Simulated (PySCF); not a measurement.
Electron correlation in Cd⁺ (cadmium, charge +1)

[Kr] 4d10 5s1, 2S determinant. Calculation: PySCF 2.14, in def2-SVP with the def2 core potential (28 electrons); scalar relativity through the core potential. Frozen: 4s2 4p6; 11 electrons correlated.

MP2 pair energies summed by pair of shells (mhartree):

| pair | energy | share (%) |
| --- | --- | --- |
| 4d-4d | -212.07 | 89.3 |
| 4d-5s | -25.36 | 10.7 |

Total MP2 correlation energy: -237.44 mhartree.

Same-spin part -92.84 and opposite-spin part -144.60 mhartree; SCS-MP2 scales them by 1/3 and 6/5 to -204.47 mhartree.

```tsv
level	correlation energy (mhartree)
CCSD	-229.24
(T)	-2.91
CCSD(T)	-232.15
```

Diagnostics: T1 = 0.0055, D1 = 0.0240, largest double amplitude 0.021.

Cost of the coupled-cluster step: 0.8 s of wall time on 1 thread of Neoverse-N1 (shared host), for 11 correlated electrons.
